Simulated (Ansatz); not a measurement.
`CB1OC1C` → `B/C=C/CO`  (isomerisation)

Gas-phase electronic energies from Ansatz, PBE0-D4/def2-TZVP geometries. CBS: MP2 limit from def2 TZ/QZ plus the TZ coupled-cluster correction, frozen cores. DFT in def2-TZVPP. HSE06 is defined as in plane-wave codes. One conformer a species, not always the lowest.

| level | ΔE (eV) |
| --- | --- |
| LDA (SPW92) | 1.95 |
| HSE06 | 1.78 |
| BHLYP | 1.55 |
| MP2/def2-SVP | 1.90 |

Task: What does CCSD(T)/CBS give? (An estimate is asked.)

Result: The calculation gave: +1.63 eV. The listed levels differ from it by 0.32, 0.15, -0.08, 0.27 eV.

Largest T1 diagnostic among the species: 0.013.

From BLYP to BHLYP (50 % exact exchange), in def2-TZVPP and without D4, ΔE moves by −0.06 eV. In def2-TZVPP, CCSD(T) changes the Hartree–Fock value by +0.34 eV (the triples alone add +0.02 eV) and MP2 by +0.45 eV.
